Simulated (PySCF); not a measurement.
C2H5ClFNSi. Atoms are numbered in the order given.

```xyz
11

C     -3.3256    -0.4723     0.0439
N     -1.9823    -0.4216    -0.4564
C     -1.0177    -0.2821     0.3582
Si     0.6944    -0.2086    -0.3857
F      1.5706    -1.4632     0.1474
Cl     1.6291     1.4980     0.2834
H     -3.4001    -0.3819     1.1454
H     -3.7909    -1.4189    -0.2752
H     -3.9138     0.3318    -0.4270
H     -1.1810    -0.1941     1.4562
H      0.6693    -0.2365    -1.8622
```

Coordinates come from a PBE0-D3(BJ)/def2-SVP optimisation. The structure was generated by enumeration; whether it is a known compound was not checked. One conformer was computed; it need not be the lowest.

Vertical ionisation energy (IE) and electron affinity (EA) in eV. Rows of orbital energies are one-electron estimates. Where ΔSCF, EOM or ADC give a negative EA the extra electron is unbound and the value depends on the basis.

| level | IE | EA |
|---|---|---|
| −ε(HOMO), −ε(LUMO), ωB97X/def2-TZVP (PySCF) | 10.12 | -0.81 |
| −ε(HOMO), −ε(LUMO), PBE/def2-TZVP (PySCF) | 6.20 | 2.46 |
